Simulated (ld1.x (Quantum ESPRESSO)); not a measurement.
**Er: one change to a TM semilocal potential, before and after**

erbium (Er), norm-conserving Troullier–Martins (semilocal form), made with ld1.x (Quantum ESPRESSO) 7.5 (PBE, scalar-relativistic). Core [Kr] 4d10 4f11, reference 5s2 5p6 5d1 6s0 6p0 (charge +2). Waves: 5s (bound): rc 2.10 bohr; 5p (bound): rc 2.50 bohr; 5d (bound): rc 2.65 bohr. Local part: the d channel. Core correction: none.

Change: wave 5s (bound): rc 2.10 bohr becomes 5s (bound): rc 2.70 bohr.

Cutoffs: the cutoffs (Ry, on a coarse ladder) from which the occupation-weighted sum of valence levels, in a spherical-Bessel basis at the reference potential, stays within 10 and 1 mRy of its value at 400 Ry; they do not see the model core or the augmentation charge, which bear on the density cutoff. Errors are all-electron minus pseudo energies relative to the spin-unpolarised reference configuration.

Question: What does the change do?

Answer: The potential gets softer (21 Ry and 45 Ry → 18 Ry and 30 Ry); a bound ghost appears in s, which as a rule spoils a file; the number of tests that count goes from 6 to 5; of the 5 tests that both files solve, the error grows in 3 and shrinks in 1 by more than 15 % and 0.3 meV (median size 1794.2 → 4244.8 meV). A larger radius leaves more room for a smooth pseudo-wave, so fewer plane waves are needed. A semilocal file is local in each channel, so a ghost entry of none says nothing of the separable form that plane-wave codes build from it.

| quantity | base | changed |
| --- | --- | --- |
| cutoff, loose | 21 Ry | 18 Ry |
| cutoff, tight | 45 Ry | 30 Ry |
| loose cutoff by channel (10 mRy a level) | s 18 Ry, p 15 Ry, d 18 Ry | s 8 Ry, p 15 Ry, d 18 Ry |
| bound ghosts | none | s |
| tests counted (converged, no solver errors) | 6 of 7 | 5 of 7 |
| error for 5s2 5p6 5d1 6s2 6p0, meV [ΔE -19.81 eV] | +2777 | +6819 |
| error for 5s2 5p6 5d1 6s1 6p0, meV [ΔE -12.76 eV] | +1794 | +4245 |
| error for 5s2 5p6 5d0 6s0 6p0, meV [ΔE 19.95 eV] | -17 | -14 |
| error for 5s2 5p5 5d1 6s2 6p0, meV [ΔE 15.20 eV] | +4682 | +10251 |
| error for 5s2 5p6 5d1 6s0 6p1, meV [ΔE -8.82 eV] | +213 | +213 |

Base: Tests not counted: 5s2 5p6 5d1 6s1 6p1 (pseudo-atom not self-consistent, printed error -736 eV). These tests converged, but a pseudo level misses the all-electron one widely, so the file describes the atom poorly there or has found another state: 5s2 5p6 5d0 6s0 6p0: empty 6s by 3.3 eV. Changed file: Tests not counted: 5s2 5p6 5d1 6s1 6p1 (pseudo-atom not self-consistent, printed error -886 eV); 5s2 5p6 5d1.5 6s1.5 6p0 (pseudo-atom not self-consistent, printed error -708 eV). These tests converged, but a pseudo level misses the all-electron one widely, so the file describes the atom poorly there or has found another state: 5s2 5p6 5d1 6s2 6p0: 5p by 3.0 eV; 5s2 5p6 5d1 6s1 6p0: 6s by 3.3 eV; 5s2 5p6 5d0 6s0 6p0: empty 6s by 6.8 eV (a node warning on the way); 5s2 5p5 5d1 6s2 6p0: 5p by 3.7 eV; 5s2 5p6 5d1 6s0 6p1: empty 6s by 3.2 eV. A true bound ghost makes a file unfit for plane-wave use even where its test errors are small: the radial tests pick states by their node count and pass the ghost by. Where a test does run into it, the solver fails or the error is huge.
